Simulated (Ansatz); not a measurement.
`[NH2][Zn][AlH][F]` → Al• + F• + 3 H• + N• + Zn (atom)  (atomization)

Calculated with Ansatz (gas phase, PBE0-D4/def2-TZVP geometries, no zero-point term in ΔE). CCSD(T)/CBS adds triple-zeta CCSD(T) − MP2 to the extrapolated MP2 energy (def2 sets, frozen cores). This one scheme is used for every species, atoms too. Functionals use def2-TZVPP. No spin–orbit coupling; open shells (•) take unrestricted orbitals. Spin–orbit coupling would lower the free atoms: a little for Al, F. For Zn outer-core shells are correlated without core-valence functions, so the limit isn't a true one: a few kJ/mol of doubt a bond, and 10 to 20 or more in all where bonds break to atoms. Scalar relativity is left out up to krypton. One conformer a species, not always the lowest.

```tsv
species	r2SCANh energy (Eh)
`[NH2][Zn][AlH][F]`	-2178.24517
Al•	-242.32957
F•	-99.72490
H•	-0.49990
N•	-54.58116
Zn (atom)	-1779.35851
```

Work out ΔE.

ΔE = 3 × (-0.49990) + (-242.32957) + (-99.72490) + (-54.58116) + (-1779.35851) − (-2178.24517) = 0.75133 Eh = +1972.6 kJ/mol. CCSD(T)/CBS gives +1998.0 kJ/mol.

Largest T1 diagnostic among the species: 0.018.

The D4 term adds +15.8 kJ/mol with B3LYP and +8.3 kJ/mol with PBE0; it sums over pairs of atoms, weighted by their polarisabilities, and B3LYP, whose exchange is more repulsive, gets the larger term. From r2SCAN to r2SCAN0 (25 % exact exchange), in def2-TZVPP and without D4, ΔE moves by −51.6 kJ/mol: exact exchange takes away binding that semilocal exchange gives to molecules. In def2-TZVPP, CCSD(T) changes the Hartree–Fock value by +565.9 kJ/mol (the triples alone add +33.3 kJ/mol) and MP2 by +623.2 kJ/mol; breaking electron pairs costs correlation energy, which Hartree–Fock lacks.

B3LYP here is the variant with VWN-RPA as its local correlation; programs differ in this.

For atomizations the MP2-based limit and the directly extrapolated one differ by several kJ/mol either way, and by 10 to 25 for some Ge, Se and Sn compounds, so smaller differences from it don't rank the levels.
